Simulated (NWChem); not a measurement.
System meant: GeP$_{2}$H$_{6}$; SMILES [GeH2]([PH2])[PH2]

Input file for NWChem:

```
start job
memory heap 200 mb stack 900 mb global 1100 mb
geometry units angstroms noautoz
  Ge    -0.649683     0.000414    -0.000367
  P      0.547676    -1.999819     0.001264
  P      0.554991     1.996343     0.000961
  H     -1.553040     0.001552     1.249492
  H     -1.551060     0.002383    -1.251629
  H      1.444983    -1.578844    -1.028191
  H      1.425774    -1.586863     1.050372
  H      1.440883     1.575795     1.040393
  H      1.441753     1.576469    -1.038005
end
basis spherical
  * library def2-svp
end
dft
  odft
  mult 2
  xc pbe0
  iterations 150
  mulliken
end
task dft energy
```

End of the output:

```
 Summary of "ao basis" -> "" (spherical)
 ------------------------------------------------------------------------------
       Tag                 Description            Shells   Functions and Types
 ---------------- ------------------------------  ------  ---------------------
 *                          def2-svp                  on all atoms

                                 NWChem DFT Module
                                 -----------------

 Summary of "ao basis" -> "ao basis" (spherical)
 ------------------------------------------------------------------------------
       Tag                 Description            Shells   Functions and Types
 ---------------- ------------------------------  ------  ---------------------
 Ge                         def2-svp                12       32   5s4p3d
 P                          def2-svp                 8       18   4s3p1d
 H                          def2-svp                 3        5   2s1p

 Summary of "ao basis" -> "ao basis" (spherical)
 ------------------------------------------------------------------------------
       Tag                 Description            Shells   Functions and Types
 ---------------- ------------------------------  ------  ---------------------
 Ge                         def2-svp                12       32   5s4p3d
 P                          def2-svp                 8       18   4s3p1d
 H                          def2-svp                 3        5   2s1p

  number of electrons :                   68
  multiplicity        :                    2
 ------------------------------------------------------------------------
  no. of electrons and multiplicity not compatible                  68
 ------------------------------------------------------------------------
 ------------------------------------------------------------------------
  current input line :
    24: task dft energy
 ------------------------------------------------------------------------
 ------------------------------------------------------------------------
 There is an error in the input file
 ------------------------------------------------------------------------
 For more information see the NWChem manual at https://nwchemgit.github.io

0: no. of electrons and multiplicity not compatible:Received an Error in Communication
```

Q: Can this run be used? If not, why, and what is the fix?

A: The program refused the input. Cause: the multiplicity doesn't fit the number of electrons (an even count wants an odd multiplicity, and the reverse). This input runs:
```
start job
memory heap 200 mb stack 900 mb global 1100 mb
geometry units angstroms noautoz
  Ge    -0.649683     0.000414    -0.000367
  P      0.547676    -1.999819     0.001264
  P      0.554991     1.996343     0.000961
  H     -1.553040     0.001552     1.249492
  H     -1.551060     0.002383    -1.251629
  H      1.444983    -1.578844    -1.028191
  H      1.425774    -1.586863     1.050372
  H      1.440883     1.575795     1.040393
  H      1.441753     1.576469    -1.038005
end
basis spherical
  * library def2-svp
end
dft
  xc pbe0
  iterations 150
  mulliken
end
task dft energy
```
It converges to -2762.31832 Ha (PBE0/def2-SVP).
